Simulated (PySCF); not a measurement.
Spin states of GeF⁺

Unrestricted PBE0; Ge cc-pVDZ-PP with ECP10, F cc-pVDZ; scalar-relativistic core potentials (PySCF 2.14). Outer shells of the fragments: Ge+ 3d10 4s2 4p1; F 2s2 2p5.

Followed along the bond (rough minima from three points):

```json
{"2Ms+1": "1", "unpaired": "none", "⟨S²⟩ at the start": "0.00", "R at minimum (Å)": "1.71", "Te (eV)": "0.00"}
{"2Ms+1": "3", "unpaired": "σ ↑, π ↑", "⟨S²⟩ at the start": "2.01", "R at minimum (Å)": "1.80", "Te (eV)": "4.96"}
```

Solutions found at the starting distance of 1.875 Å, counted from the lowest of them; the search is not exhaustive and high or unbound solutions are not listed, so other states can lie among these:

```csv
2Ms+1,unpaired,term,E (eV),⟨S²⟩,⟨Lz²⟩,μ (D)
1,none,¹Σ⁺,0.00,0.00,0.00,-3.84
3,"σ ↑, π ↑",³Π,4.65,2.01,1.00,-2.45
1,"σ ↓, π ↑",mixed,5.11,1.02,1.00,-1.91
3,π ↑↑,mixed,5.53,2.01,2.01,0.56
3,π ↑↑,mixed,5.67,2.01,2.01,0.57
3,σ ↑↑,³Σ⁺,7.10,2.00,0.00,-1.63
3,"σ ↑, π ↑",³Π,7.84,2.00,1.00,0.91
```

A term symbol is given only where ⟨S²⟩ and ⟨Lz²⟩ are close to those of a pure state; real π, δ and φ orbitals otherwise mix terms. A positive dipole points towards F; it is taken about the centre of mass and depends on that origin.

Problem. Compare the gap between the two lowest followed solutions at the starting distance with the gap between their minima.

Solution. At PBE0 the second solution (triplet, unpaired electrons σ ↑, π ↑) lies +4.65 eV from the first (singlet, closed shell) at 1.875 Å and +4.96 eV at the minima; the two curves relax by different amounts, since their minima lie near 1.80 and 1.71 Å.

Counting both spins, an empty level lies below a filled one in some of these solutions, because spin and occupation are held.
